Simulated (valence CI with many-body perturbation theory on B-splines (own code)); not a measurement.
**E1 transitions of Ir70+**

Calculated by valence CI with perturbative core correlation (CI+MBPT): five valence electrons over a frozen Dirac-Fock core [He], a basis of 9 s, 9 p, 8 d, 6 f, 3 g, 1 h functions for each j, with the one-electron correlation potential Σ1 (screened to all orders), the two-electron term Σ2, the three-electron term Σ3, Breit, model QED; selected single and double excitations, second order for the rest (own B-spline code, finite nucleus).

No measured spectrum was set against this ion. As an estimate, large intervals hold to a few tenths of a per cent, small ones and those within an open d or f shell to about a per cent. Among the levels kept, up to 1200 cm⁻¹ of a level comes from second order outside the variational space, and about a tenth of that is noise between levels of different J, which matters for small intervals.

Lines 201 to 250 of 262 in falling wavelength, among levels below 100300 × 10³ cm⁻¹, chosen from the strongest by gf and those to the six lowest levels. Wavelengths and rates use the calculated energies. Electric multipoles are in the length gauge, E1 and E2 with the static RPA response of the core. Weak lines are less certain than strong ones. Lines between different terms over intervals too small for the method are left out, as are lines whose strength nearly cancels. The highest levels of a list are the least certain.

Levels are named by their leading jj configuration (3d3/2^4 stands for four electrons in 3d with j = 3/2), which in mixed levels can hold well under half, so a name can repeat and another be missing. Letters in brackets count levels of one name in rising energy.

```csv
λ vac (Å),Upper,Lower,A (s⁻¹),S (a.u.)
1.204,(2s^2 2p1/2 2p3/2 3d3/2) J=3/2 [b],(2s^2 2p1/2 2p3/2^2) J=5/2,2.48e+14,8.54e-04
1.202,(2s^2 2p1/2 2p3/2 3d3/2) J=5/2 [b],(2s^2 2p1/2 2p3/2^2) J=3/2,3.99e+13,2.05e-04
1.202,(2s^2 2p1/2 2p3/2 3d3/2) J=3/2 [b],(2s^2 2p1/2 2p3/2^2) J=3/2,7.84e+12,2.69e-05
1.201,(2s 2p1/2^2 2p3/2 3d3/2) J=3/2 [b],(2s 2p1/2^2 2p3/2^2) J=5/2,8.99e+13,3.07e-04
1.200,(2s^2 2p1/2 2p3/2 3d3/2) J=1/2 [b],(2s^2 2p1/2 2p3/2^2) J=3/2,1.63e+14,2.78e-04
1.200,(2s 2p1/2^2 2p3/2 3d3/2) J=5/2 [b],(2s 2p1/2^2 2p3/2^2) J=5/2,4.38e+13,2.24e-04
1.199,(2s^2 2p1/2 2p3/2 3d5/2) J=3/2 [a],(2s^2 2p1/2 2p3/2^2) J=1/2,8.97e+13,3.05e-04
1.195,(2s^2 2p1/2 2p3/2 3d5/2) J=3/2 [b],(2s^2 2p1/2 2p3/2^2) J=1/2,1.65e+15,5.56e-03
1.195,(2s^2 2p1/2 2p3/2 3d5/2) J=7/2 [a],(2s^2 2p1/2 2p3/2^2) J=5/2,3.93e+13,2.65e-04
1.195,(2s^2 2p1/2 2p3/2 3d5/2) J=1/2,(2s^2 2p1/2 2p3/2^2) J=1/2,1.80e+15,3.03e-03
1.194,(2s 2p1/2^2 2p3/2 3d5/2) J=5/2,(2s 2p1/2^2 2p3/2^2) J=5/2,1.30e+15,6.56e-03
1.194,(2s 2p1/2^2 2p3/2 3d5/2) J=7/2,(2s 2p1/2^2 2p3/2^2) J=5/2,2.36e+15,1.59e-02
1.193,(2s^2 2p1/2 2p3/2 3d5/2) J=3/2 [a],(2s^2 2p1/2 2p3/2^2) J=5/2,7.85e+13,2.63e-04
1.193,(2s^2 2p1/2^2 3d5/2) J=5/2,(2s^2 2p1/2^2 2p3/2) J=3/2,1.72e+15,8.62e-03
1.192,(2s^2 2p1/2 2p3/2 3d5/2) J=5/2 [a],(2s^2 2p1/2 2p3/2^2) J=5/2,4.98e+14,2.50e-03
1.191,(2s^2 2p1/2 2p3/2 3d5/2) J=5/2 [b],(2s^2 2p1/2 2p3/2^2) J=5/2,8.89e+14,4.44e-03
1.190,(2s^2 2p1/2 2p3/2 3d5/2) J=3/2 [a],(2s^2 2p1/2 2p3/2^2) J=3/2,1.16e+15,3.84e-03
1.190,(2s^2 2p1/2 2p3/2 3d5/2) J=5/2 [a],(2s^2 2p1/2 2p3/2^2) J=3/2,1.20e+15,6.00e-03
1.190,(2s^2 2p1/2 2p3/2 3d5/2) J=7/2 [b],(2s^2 2p1/2 2p3/2^2) J=5/2,2.78e+15,1.85e-02
1.189,(2s 2p1/2^2 2p3/2 3p3/2) J=3/2 [a],(2s^2 2p1/2 2p3/2^2) J=1/2,7.50e+12,2.49e-05
1.189,(2s^2 2p1/2 2p3/2 3d5/2) J=3/2 [b],(2s^2 2p1/2 2p3/2^2) J=5/2,2.01e+14,6.66e-04
1.188,(2s^2 2p1/2 2p3/2 3d5/2) J=5/2 [b],(2s^2 2p1/2 2p3/2^2) J=3/2,1.58e+15,7.84e-03
1.186,(2s 2p1/2^2 2p3/2 3p3/2) J=1/2 [a],(2s^2 2p1/2 2p3/2^2) J=1/2,2.50e+11,4.12e-07
1.186,(2s^2 2p1/2 2p3/2 3d5/2) J=3/2 [b],(2s^2 2p1/2 2p3/2^2) J=3/2,1.29e+13,4.26e-05
1.185,(2s^2 2p1/2 2p3/2 3d5/2) J=1/2,(2s^2 2p1/2 2p3/2^2) J=3/2,1.56e+14,2.57e-04
1.184,(2s 2p1/2^2 2p3/2 3p3/2) J=7/2,(2s^2 2p1/2 2p3/2^2) J=5/2,1.47e+13,9.63e-05
1.182,(2s 2p1/2^2 2p3/2 3p3/2) J=3/2 [a],(2s^2 2p1/2 2p3/2^2) J=5/2,2.48e+12,8.11e-06
1.180,(2s 2p1/2^2 2p3/2 3p3/2) J=5/2 [a],(2s^2 2p1/2 2p3/2^2) J=5/2,6.06e+12,2.95e-05
1.180,(2s 2p1/2^2 2p3/2 3p3/2) J=3/2 [a],(2s^2 2p1/2 2p3/2^2) J=3/2,9.24e+12,3.00e-05
1.178,(2s 2p1/2^2 2p3/2 3p3/2) J=5/2 [a],(2s^2 2p1/2 2p3/2^2) J=3/2,2.19e+13,1.06e-04
1.177,(2s 2p1/2^2 2p3/2 3p3/2) J=3/2 [b],(2s^2 2p1/2 2p3/2^2) J=1/2,1.78e+12,5.73e-06
1.176,(2s 2p1/2^2 2p3/2 3p3/2) J=1/2 [b],(2s^2 2p1/2 2p3/2^2) J=1/2,1.25e+13,2.00e-05
1.172,(2s 2p1/2^2 2p3/2 3p3/2) J=5/2 [b],(2s^2 2p1/2 2p3/2^2) J=5/2,1.70e+12,8.09e-06
1.170,(2s 2p1/2^2 2p3/2 3p3/2) J=3/2 [b],(2s^2 2p1/2 2p3/2^2) J=5/2,6.80e+11,2.15e-06
1.170,(2s 2p1/2^2 2p3/2 3p3/2) J=5/2 [b],(2s^2 2p1/2 2p3/2^2) J=3/2,9.04e+12,4.29e-05
1.168,(2s 2p1/2^2 2p3/2 3p3/2) J=3/2 [b],(2s^2 2p1/2 2p3/2^2) J=3/2,3.45e+12,1.09e-05
1.167,(2s 2p1/2^2 2p3/2 3p3/2) J=1/2 [b],(2s^2 2p1/2 2p3/2^2) J=3/2,1.84e+12,2.89e-06
1.104,(2s^2 2p1/2 2p3/2 3s) J=3/2 [a],(2s^2 2p1/2^2 2p3/2) J=3/2,3.20e+13,8.49e-05
1.103,(2s^2 2p1/2 2p3/2 3s) J=1/2,(2s^2 2p1/2^2 2p3/2) J=3/2,5.63e+13,7.46e-05
1.102,(2s^2 2p1/2 2p3/2 3s) J=5/2,(2s^2 2p1/2^2 2p3/2) J=3/2,5.55e+13,2.20e-04
1.101,(2s^2 2p1/2 2p3/2 3s) J=3/2 [b],(2s^2 2p1/2^2 2p3/2) J=3/2,3.35e+13,8.85e-05
1.062,(2s 2p1/2^2 2p3/2 3p1/2) J=3/2 [a],(2s^2 2p1/2^2 2p3/2) J=3/2,2.39e+14,5.64e-04
1.062,(2s 2p1/2^2 2p3/2 3p1/2) J=5/2,(2s^2 2p1/2^2 2p3/2) J=3/2,6.14e+14,2.18e-03
1.053,(2s 2p1/2^2 2p3/2 3p1/2) J=1/2,(2s^2 2p1/2^2 2p3/2) J=3/2,6.34e+14,7.32e-04
1.053,(2s 2p1/2^2 2p3/2 3p1/2) J=3/2 [b],(2s^2 2p1/2^2 2p3/2) J=3/2,4.17e+14,9.61e-04
1.037,(2s^2 2p1/2 2p3/2 3d3/2) J=3/2 [a],(2s^2 2p1/2^2 2p3/2) J=3/2,2.87e+14,6.32e-04
1.037,(2s^2 2p1/2 2p3/2 3d3/2) J=5/2 [a],(2s^2 2p1/2^2 2p3/2) J=3/2,7.78e+13,2.57e-04
1.037,(2s^2 2p1/2 2p3/2 3d3/2) J=1/2 [a],(2s^2 2p1/2^2 2p3/2) J=3/2,5.52e+13,6.07e-05
1.035,(2s^2 2p1/2 2p3/2 3d3/2) J=5/2 [b],(2s^2 2p1/2^2 2p3/2) J=3/2,2.10e+15,6.89e-03
1.034,(2s^2 2p1/2 2p3/2 3d3/2) J=3/2 [b],(2s^2 2p1/2^2 2p3/2) J=3/2,1.88e+15,4.11e-03
```
